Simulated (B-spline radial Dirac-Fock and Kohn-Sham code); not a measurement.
Radiative decay of the 3p3/2 hole in Cs⁶⁺

System: cesium as Cs⁶⁺ in the configuration 1s2 2s2 2p6 3s2 3p6 3d10 4s2 4p6 4d10 5s2 5p1.

Method: independent-particle rates on relativistic LDA orbitals of the hole state (multipoles up to L = 3, Coulomb Auger matrix elements, transition energies from Dirac-Fock). Computed with a radial finite-basis atomic code.

```csv
line,multipole,energy (eV),rate (s⁻¹),share (%)
M3-M4,E1,261.6,9.08e+10,1.13
M3-M5,E1,275.5,9.74e+11,12.1
M3-N1,E1,762.8,1.34e+12,16.6
M3-N2,E2,819.1,1.44e+09,0.0179
M3-N4,E1,926.1,5.77e+11,7.16
Mγ,E1,928.4,4.77e+12,59.3
M3-O1,E1,989.7,2.98e+11,3.71
```

The listed lines hold 100.0 % of the radiative rate. The radiative width is 0.00530 eV in the length form and 0.00509 eV in the velocity form; the two differ because the transition energies are not eigenvalue differences of the potential that gave the orbitals.
